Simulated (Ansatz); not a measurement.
A nudged elastic band was laid between two geometries of C2H8AlNO (13 atoms, charge 0, multiplicity 1).

Computed with Ansatz 0.2.0, UKS PBE/def2-SVP.

```json
{
  "movable images": "7",
  "climbing image": "yes",
  "spring": "5.0 eV/Å²",
  "optimiser": "quadratic models (default)",
  "start path": "through a guess of the saddle point",
  "force threshold": "0.05 eV/Å",
  "iteration limit": "60",
  "end points": "relaxed"
}
```

First end point:

```xyz
13
Properties=species:S:1:pos:R:3
Al 0.607 0.008 -0.739
O 1.600 0.636 -2.007
N -0.229 1.285 0.196
C -1.138 1.169 1.320
H -0.072 2.261 -0.077
C 0.373 -1.899 -0.325
H 2.118 0.063 -2.591
H -2.154 1.579 1.109
H -1.281 0.102 1.592
H -0.769 1.683 2.240
H 0.245 -2.068 0.765
H -0.533 -2.303 -0.824
H 1.233 -2.516 -0.660
```

Last end point:

```xyz
13
Properties=species:S:1:pos:R:3
Al 0.649 0.003 -0.690
O 1.741 0.641 -1.869
N -0.248 1.281 0.186
C -1.239 1.176 1.239
H -0.050 2.255 -0.064
C 0.395 -1.908 -0.313
H 2.289 0.075 -2.433
H -2.224 1.621 0.962
H -1.434 0.110 1.483
H -0.923 1.664 2.192
H 1.231 -2.307 0.301
H -0.545 -2.096 0.248
H 0.358 -2.514 -1.243
```

Problem. What changes between the two ends?

Solution. No bond is made or broken.

Problem. Give the energies along the band, and the barrier.

Solution. The forces met the threshold. The highest image is number 2 of 0 to 8, 0.2 kJ/mol above the first end and 0.5 kJ/mol above the last; the last end lies 0.3 kJ/mol below the first. The top lies less than 8 meV above the higher end, about what the thresholds resolve: the motion is nearly free. A vibrational analysis at the climbing image gives one clearly imaginary mode, 53i cm⁻¹: a first-order saddle point.

```tsv
image	path coordinate (Å)	energy (kJ/mol)
0	0.00	0.0
1	0.28	0.1
2	0.56	0.2
3	0.81	0.2
4	1.06	0.2
5	1.31	0.1
6	1.56	0.0
7	1.81	-0.2
8	2.05	-0.3
```

Problem. What is the geometry of the highest image?

Solution. 
```xyz
13
Properties=species:S:1:pos:R:3
Al 0.637 0.013 -0.725
O 1.677 0.635 -1.956
N -0.188 1.291 0.217
C -1.152 1.156 1.292
H 0.004 2.271 -0.013
C 0.332 -1.890 -0.340
H 2.209 0.070 -2.537
H -2.154 1.583 1.047
H -1.319 0.084 1.530
H -0.821 1.640 2.242
H 0.488 -2.110 0.738
H -0.713 -2.180 -0.579
H 1.000 -2.562 -0.915
```

Run time: 9.2 min on 4 threads of Arm Neoverse N1, with other jobs on the host, peak memory 0.2 GiB.
